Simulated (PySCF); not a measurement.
A calculated (MN15, PySCF 2.14, x2c-TZVPPall, the spin-free X2C one-electron Hamiltonian (Gaussian nucleus)) atom or ion has these occupied shells.

```
shell  electrons  orbital energy (eV)  rms radius, mean of both spins (bohr)
 1s β          1             -90529.0                                 0.0178
 1s α          1             -90528.9                                 0.0178
 2s α          1             -16175.4                                 0.0719
 2s β          1             -16175.3                                 0.0719
 2p α          3             -13954.9                                 0.0662
 2p β          3             -13954.9                                 0.0662
 3s β          1              -3893.0                                  0.184
 3s α          1              -3893.0                                  0.184
 3p α          3              -3264.9                                  0.186
 3p β          3              -3264.9                                  0.186
 3d β          5              -2590.6                                  0.170
 3d α          5              -2590.6                                  0.170
 4s β          1              -895.76                                  0.404
 4s α          1              -895.67                                  0.404
 4p α          3              -690.88                                  0.431
 4p β          3              -690.88                                  0.431
 4d β          5              -446.66                                  0.457
 4d α          5              -446.65                                  0.457
 5s β          1              -181.64                                  0.881
 5s α          1              -181.45                                  0.881
 4f α          7              -176.47                                  0.482
 4f β          7              -176.46                                  0.482
 5p β          3              -120.09                                   1.01
 5p α          3              -120.05                                   1.01
 5d α          5              -49.241                                   1.32
 5d β          5              -49.238                                   1.32
 6s β          1              -33.542                                   2.16
 6p α          2              -22.129                                   2.73
```

(1) Name the element and its charge.

Results:

(1) Bi²⁺ (bismuth, charge +2), in [Xe] 4f14 5d10 6s1 6p2, 6s spin antiparallel (an excited configuration).
